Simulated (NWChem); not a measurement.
Species: C2HBClF; SMILES C#CB(F)Cl

```xyz
6

B      0.3877     0.0445     0.0000
C     -0.1572    -1.3670     0.0000
C     -0.6034    -2.4950     0.0000
H     -0.9947    -3.4887     0.0000
Cl    -0.6925     1.4397     0.0000
F      1.6908     0.2717     0.0000
```
Atoms are numbered in this order, from 1.

The geometry was optimised at B3LYP/6-31G* (spherical d). B3LYP is NWChem's, with the RPA form of VWN correlation.

Q: Give the principal values of the shielding tensors (ppm) of B1, C2, C3, Cl5, F6 from B3LYP/6-31G* (spherical d), GIAO (NWChem), with their diamagnetic and paramagnetic parts as GIAO splits them.

A: 
```csv
atom,σ11,σ22,σ33,isotropic,diamagnetic,paramagnetic
B1,59.1,90.6,93.5,81.1,204.4,-123.4
C2,29.3,32.5,289.2,117.0,250.3,-133.3
C3,30.0,47.2,223.1,100.1,270.9,-170.9
Cl5,484.1,866.7,954.8,768.5,1147.9,-379.4
F6,30.0,189.1,408.0,209.0,473.4,-264.3
```
